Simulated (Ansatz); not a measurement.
GeSe2⁺. Total charge 1; doublet. Geometry r2SCAN-D4/def2-TZVP; atoms count from 1.

```tsv
atom	x (Å)	y (Å)	z (Å)
Ge1	0.171	1.004	1.003
Se2	0.356	-1.287	0.210
Se3	-0.527	0.283	-1.213
```

The structure comes from a short search, and lower isomers may exist.

**Question.** Estimate the Mulliken populations from the PBE0/def2-TZVP orbitals of Ansatz.

**Answer.** 
| atom | charge (e) | spin (α − β) |
| --- | --- | --- |
| Ge1 | 0.69 | -0.10 |
| Se2 | 0.15 | 0.55 |
| Se3 | 0.15 | 0.55 |
Mulliken values depend strongly on the basis.

**Question.** Where does the spin sit?

**Answer.** Summed by element: Ge -0.10, Se 1.10, of 1 unpaired in all. Largest on single atoms: Se2 0.55, Se3 0.55, Ge1 -0.10.

**Question.** And the Mayer bond orders between heavy atoms (over 0.3)?

**Answer.** Ge1–Se2 0.96 (2.43 Å); Ge1–Se3 0.96 (2.43 Å); Se2–Se3 1.45 (2.30 Å).
